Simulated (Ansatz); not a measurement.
Cost and result up the ladder for Si(NMeEt)Cl3 (C3H8Cl3NSi) (16 atoms). The state is a singlet with charge 0. Geometry: PBE-D4/def2-SVP.

| atom | x (Å) | y (Å) | z (Å) |
| --- | --- | --- | --- |
| C1 | 0.634 | 1.579 | -0.114 |
| C2 | 0.609 | -0.865 | -0.497 |
| C3 | -0.407 | -0.997 | -1.636 |
| Cl4 | -2.653 | 0.051 | 1.493 |
| Cl5 | -0.206 | 1.549 | 3.182 |
| Cl6 | -0.161 | -1.789 | 2.700 |
| N7 | 0.358 | 0.251 | 0.423 |
| Si8 | -0.600 | 0.035 | 1.833 |
| H9 | 1.680 | 1.624 | -0.491 |
| H10 | -0.043 | 1.862 | -0.952 |
| H11 | 0.530 | 2.345 | 0.679 |
| H12 | 1.635 | -0.734 | -0.912 |
| H13 | 0.636 | -1.803 | 0.094 |
| H14 | -0.147 | -1.854 | -2.290 |
| H15 | -1.429 | -1.164 | -1.238 |
| H16 | -0.436 | -0.090 | -2.273 |

Ansatz on 4 threads of Arm Neoverse V2 on a shared host. Times are rough, and most runs start from the orbitals of an earlier one. CAM-B3LYP-D4/def2-TZVP serves as the yardstick here, not as an exact answer. Differences are given only for rows in sets of like size (and for xTB, whose basis is part of the method), since another set adds its own error. Binding counts from free atoms at the same level (C triplet, Cl doublet, N quartet, Si triplet, H doublet; other spins of the atoms weren't run), without zero-point energy or a counterpoise term.

Correlated methods freeze 24 core orbitals. Another isomer (singlet) lies 0.36 eV lower at PBE0-D4/def2-TZVP; other spin states weren't run for this one.

Correlated methods converge slowly with the basis.

```csv
level,functions,wall time,binding energy per atom (eV),difference from CAM-B3LYP-D4/def2-TZVP (eV)
HF/STO-3G,64,0.3 s,3.44,–
PBE-D4/def2-SVP,168,2.3 s,4.00,–
PBE0-D4/def2-SVP,168,3.3 s,3.94,–
revPBE-D4/def2-TZVP,320,4.7 s,3.89,-0.01
PBE-D4/def2-TZVP (with forces),320,6 s,3.98,0.08
PBE0-D4/def2-TZVP,320,10 s,3.92,0.02
r2SCAN-D4/def2-TZVP,320,11 s,3.91,0.01
MP2/def2-TZVP,320,11 s,3.83,-0.07
CAM-B3LYP-D4/def2-TZVP,320,11 s,3.90,0.00
r2SCANh-D4/def2-TZVP,320,15 s,3.89,-0.01
```
